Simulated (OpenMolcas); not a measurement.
# Mo IV: effect of the active space

* Program: OpenMolcas 26.06
* Method: CASSCF or its RAS form
* Basis: ANO-RCC-VTZP
* Scalar Hamiltonian: DKH2, point nucleus
* Spin-orbit coupling: state interaction with AMFI integrals over the reference wave functions, term energies averaged over their components

A. 3 electrons in 5 orbitals (4d); 2S+1 = 4 even, 10 roots; 2S+1 = 2 even, 40 roots; cost about 11 core-seconds
B. 9 electrons in 8 orbitals (RAS1 4p, at most 2 holes; RAS2 4d); 2S+1 = 4 even, 10 roots; 2S+1 = 2 even, 40 roots; cost about 30 core-seconds
C. 3 electrons in 9 orbitals (RAS2 4d 5s; RAS3 5p, at most 2 electrons); 2S+1 = 4 even, 20 roots; 2S+1 = 2 even, 65 roots kept (CI in the orbitals of an earlier block); 2S+1 = 4 odd, 30 roots; 2S+1 = 2 odd, 75 roots kept (CI in the orbitals of an earlier block); cost about 60 core-seconds
D. 3 electrons in 10 orbitals (4d 5d); 2S+1 = 4 even, 10 roots; 2S+1 = 2 even, 40 roots; cost of the order of 22 core-seconds

Energies in cm-1 above 4d3 4F 3/2, the measured ground level; measured values from Sugar and Musgrove, J. Phys. Chem. Ref. Data 17, 155 (1988).

| Level | A | B | C | D | Measured |
| --- | --- | --- | --- | --- | --- |
| 4d3 4F 3/2 | 0.0 | 0.0 | 0.0 | 0.0 | 0.0 |
| 4d3 4F 5/2 | 739 | 787 | 763 | 745 | 778 |
| 4d3 4F 7/2 | 1693 | 1793 | 1744 | 1706 | 1760 |
| 4d3 4F 9/2 | 2803 | 2952 | 2878 | 2824 | 2865 |
| 4d3 4P 1/2 | 13190 | 12488 | 13216 | 13005 | 10338 |
| 4d3 4P 3/2 | 13291 | 12528 | 13260 | 13111 | 10331 |
| 4d3 2G 7/2 | 14336 | 14455 | 14346 | 14050 | 11580 |
| 4d3 4P 5/2 | 14358 | 13748 | 14447 | 14210 | 11612 |
| 4d3 2G 9/2 | 15056 | 15289 | 15116 | 14780 | 12311 |
| 4d3 2P 1/2 | 18650 | 17263 | 17904 | 18360 | 14348 |
| 4d3 2H 9/2 | 18984 | 19966 | 19318 | 18650 | 15995 |
| 4d3 2H 11/2 | 19381 | 20453 | 19750 | 19063 | 16357 |
| 4d3 2D 5/2(1) | 21168 | 19708 | 20938 | 20778 | 16809 |
| 4d3 2F 7/2 | 31021 | 30636 | 31077 | 30540 | 24787 |
| 4d3 2F 5/2 | 31366 | 30987 | 31415 | 30882 | 25100 |
| 4d3 2D 5/2(2) | 48234 | 45457 | 48405 | 47140 | 38922 |
| 4d3 2D 3/2(2) | 48630 | 45937 | 48847 | 47489 |  |

Deviations, from unrounded energies. A percentage is the sum of absolute deviations over the sum of measured energies, with the sign that they share, or ± where signs differ.

```
                        Against measurement  Levels      A      B      C      D
             mean absolute deviation (cm-1)      15   3400   3000   3400   3100
      fine structure of the ground term (%)       3   -3.1   +2.4   ±0.8   -2.4
other terms of the ground configuration (%)      12  +24.2  +21.3  +24.3  +22.1
```

B, D lie about equally close to measurement and C furthest from it. The largest miss of B in the table is 4d3 2D 5/2(2), by +6500 cm-1. The ranking rests on the paired levels alone, and a cruder setting can come out closer through cancelling errors.

Among A to D the level of the table that moves most is 4d3 2D 5/2(2), by 2900 cm-1 (lowest in B, highest in C).

Without dynamic correlation excited terms often stand tens of per cent too high (terms of higher spin than the ground term too low), and those without a measured partner can miss by more than the paired ones. Active for correlation alone: 4p; no level in the range computed is led by a configuration that opens it, so any true level of that kind is missing (holds for B). Terms from blocks run as CI alone lack orbitals of their own (holds for C). Active for correlation alone: 5d; no level in the range computed is led by a configuration that fills it, so any true level of that kind is missing (holds for D). Computed and measured levels are paired by configuration, term and J; levels that our copy of the source lacks, or whose pairing is in doubt (as where it misses far off the trend of its configuration), stay unpaired and out of the deviations. Only configurations of the active space appear. Levels that lie high or do not pair safely by name in every column are left out.

A number in round brackets counts repeated terms of one configuration in the order of the reference energies.
